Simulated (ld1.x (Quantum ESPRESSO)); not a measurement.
**Varying the TM semilocal potential for antimony**

Base potential:

Sb, norm-conserving Troullier–Martins (semilocal form), made with ld1.x (Quantum ESPRESSO) 7.5 (PBE, scalar-relativistic). Core [Kr], reference 4d10 5s2 5p3. Waves: 5p (bound): rc 2.55 bohr; 4d (bound): rc 0.85 bohr; 5s (bound): rc 1.75 bohr. Local part: the s channel. Core correction: Bessel-smoothed model core, default radius (core density twice the valence density).

Cutoffs, loose and tight: the cutoffs (Ry, on a coarse ladder) from which the occupation-weighted sum of valence levels, in a spherical-Bessel basis at the reference potential, stays within 10 and 1 mRy of its value at 400 Ry. They do not see the model core or the augmentation charge, which bear on the density cutoff. Test errors are all-electron minus pseudo excitation energies from the reference, over the configurations 4d10 5s2 5p2; 4d10 5s2 5p1; 4d10 5s2 5p0; 4d9 5s2 5p4; 4d10 5s1 5p4; 4d10 5s2 5p2.5; 4d9 5s2 5p3. A dash means not determined; rows that change the core or the reference have their own tests.

A true bound ghost makes a file unfit for plane-wave use even where its test errors are small: the radial tests pick states by their node count and pass the ghost by. Where a test does run into it, the solver fails or the error is huge.

Cutoffs are not given where the Bessel-basis levels miss the radial ones by over 6 mRy, ghosts where they miss by over 20 mRy; a channel whose overlap is not positive is not tested.

In the semilocal form every listed channel keeps its own potential, so the choice of the local channel does not act on these tests. It acts once the file is put into the separable form.

A semilocal file is local in each channel, so a ghost entry of none says nothing of the separable form that plane-wave codes build from it.

The default core radius of the base comes out at 0.61 bohr.

| change | outcome | cutoff, loose | cutoff, tight | bound ghosts | largest test error (meV) |
| --- | --- | --- | --- | --- | --- |
| base | generated | 180 Ry | over 300 Ry | none | -255 |
| core correction Bessel-smoothed model core inside 0.42 bohr | generated | 180 Ry | over 300 Ry | none | -255 |
| wave 5p (bound): rc 2.55 bohr becomes 5p (bound): rc 3.00 bohr | generated | 180 Ry | over 300 Ry | none | -183 |
| reference 4d10 5s1.5 5p3.5 | generated | 180 Ry | over 300 Ry | none | -258 |
| wave 4d (bound): rc 0.85 bohr becomes 4d (bound): rc 0.98 bohr | generated | 110 Ry | 140 Ry | none | -258 |
| wave 5s (bound): rc 1.75 bohr becomes 5s (bound): rc 1.46 bohr | generated | 180 Ry | over 300 Ry | none | -127 |
| local potential the p channel | generated | 180 Ry | over 300 Ry | none | -255 |
| core [Kr] 4d10, valence charge 5; reference 5s2 5p3; waves now 5s (bound): rc 1.40 bohr; 5p (bound): rc 2.60 bohr; local potential the p channel; core correction Bessel-smoothed model core inside 1.45 bohr | generated | 45 Ry | 180 Ry | none | -414 |

(1) What comes out with this change to the base: type ultrasoft, which also changes the form from semilocal to separable; waves now 5s (bound): rcut 1.50, rcutus 1.75 bohr; 5s channel at -0.45 Ry: rcut 1.50, rcutus 1.75 bohr; 5p (bound): rcut 2.20, rcutus 2.55 bohr; 5p channel at 1.7 Ry: rcut 2.20, rcutus 2.55 bohr; 4d (bound): rcut 0.75, rcutus 0.85 bohr; 4d channel at 0.85 Ry: rcut 0.75, rcutus 0.85 bohr; local potential all-electron potential smoothed inside 2.20 bohr (lloc = -1); augmentation built from norm-conserving waves at rcut, not smoothed further?

(2) What comes out with this change to the base: all radii but the core radius scaled by about 0.73 (s 1.28, p 1.86, d 0.62 bohr)?

Answers

(1) outcome: generated; cutoff, loose: 160 Ry; cutoff, tight: 300 Ry; bound ghosts: s; largest test error (meV): -332.

(2) outcome: generated; bound ghosts: s (extra level of the local part); largest test error (meV): no test is counted, since the test run did not reproduce the reference configuration.
